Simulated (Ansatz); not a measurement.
Reaction (substitution at a C–O bond): `OC(F)([SiH3])[SiH3]` + HCl → `FC([SiH3])([SiH3])Cl` + H₂O

Program: Ansatz. Geometries: PBE0-D4/def2-TZVP. ΔE: electronic, gas phase. CCSD(T)/CBS is the MP2 limit (def2-TZVPP, def2-QZVPP) plus CCSD(T) − MP2 in def2-TZVPP, frozen cores. This one scheme is used for every species. One conformer a species, not always the lowest.

| species | CCSD(T)/CBS(def2) energy (Eh) |
| --- | --- |
| `OC(F)([SiH3])[SiH3]` | -795.35056 |
| HCl | -460.38127 |
| `FC([SiH3])([SiH3])Cl` | -1179.35781 |
| H₂O | -76.37941 |

(1) Work out ΔE.

Largest T1 diagnostic among the species: 0.013.

Answers

(1) ΔE = (-1179.35781) + (-76.37941) − (-795.35056) − (-460.38127) = -0.00539 Eh = -14.2 kJ/mol.

The D4 term adds −4.9 kJ/mol with B3LYP and −2.5 kJ/mol with PBE0; it sums over pairs of atoms, weighted by their polarisabilities, and B3LYP, whose exchange is more repulsive, gets the larger term. In def2-TZVPP, CCSD(T) changes the Hartree–Fock value by −8.5 kJ/mol (the triples alone add −2.1 kJ/mol) and MP2 by −16.7 kJ/mol. At CCSD(T), def2-SVP lies +27.9 kJ/mol from the extrapolated value and def2-TZVPP +7.1 kJ/mol.

B3LYP here is the variant with VWN-RPA as its local correlation; programs differ in this.
